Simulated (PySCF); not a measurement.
In(H2O)H3.
Bonds: In1–O2. Hydrogens: H5, H6, H7 on In1; H3, H4 on O2.

Theory: PySCF 2.14.0, PBE0-D3(BJ)/def2-SVP geometry optimisation, gas phase, def2 core potentials past Kr.

Problem. What internal coordinates does the optimisation give?

Solution. 
| bond | length (Å) |
| --- | --- |
| In1–O2 | 2.415 |
| In1–H5, In1–H7 | 1.737 |
| In1–H6 | 1.746 |
| O2–H3, O2–H4 | 0.965 |

Bonds in one row agree within 0.01 Å and their mean is given. A selection of angles:
| angle | degrees |
| --- | --- |
| O2–In1–H5 | 95.1 |
| O2–In1–H6 | 94.1 |
| H5–In1–H6 | 118.7 |
| H5–In1–H7 | 121.0 |
| H6–In1–H7 | 118.4 |
| In1–O2–H3 | 112.1 |
| In1–O2–H4 | 113.1 |
| H3–O2–H4 | 105.4 |

O2 (oxygen bonded to In and 2 H) is pyramidal (angles 113.1°, 112.1° and 105.4°, sum 330.6°, 0.39 Å off the plane of its three neighbours). In1 (indium bonded to O and 3 H) has angles from 94.1° to 121.0°.

Point group: Cs (every atom within 0.08 Å of its image). PBE0-D3(BJ)/def2-SVP frequencies: not computed here.
